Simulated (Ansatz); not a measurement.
In₅⁺. The state is a triplet with charge 1. Geometry PBE0-D4/def2-SVP, that of the neutral doublet; atoms count from 1.

```csv
atom,x (Å),y (Å),z (Å)
In1,-1.463,1.513,-0.703
In2,1.349,1.341,1.651
In3,-0.108,-0.525,-2.343
In4,1.141,-1.903,-0.052
In5,-0.920,-0.425,1.447
```

In the def2 sets In takes a core potential; there is no spin–orbit coupling. The structure comes from a short search, and lower isomers may exist.

**Question.** Estimate the Mulliken populations from the PBE0/def2-TZVP orbitals of Ansatz.

**Answer.** 
```csv
atom,charge (e),spin (α − β)
In1,0.19,0.28
In2,0.33,0.46
In3,0.26,0.34
In4,0.19,0.28
In5,0.02,0.64
```
Mulliken values and Mayer orders depend strongly on the basis.

**Question.** Where does the spin sit?

**Answer.** Summed by element: In 2.00, of 2 unpaired in all. Largest on single atoms: In5 0.64, In2 0.46, In3 0.34.

**Question.** And the Mayer bond orders between bonded heavy atoms (over 0.3)?

**Answer.** In1–In3 0.63 (2.95 Å); In1–In5 0.64 (2.94 Å); In2–In5 0.61 (2.88 Å); In3–In4 0.63 (2.95 Å); In4–In5 0.64 (2.95 Å). Values over 0.3 also appear between atoms too far apart for a bond (In1–In4 0.31 at 4.34 Å; In3–In5 0.36 at 3.88 Å); they arise where an orbital or an unpaired electron spreads over both atoms.
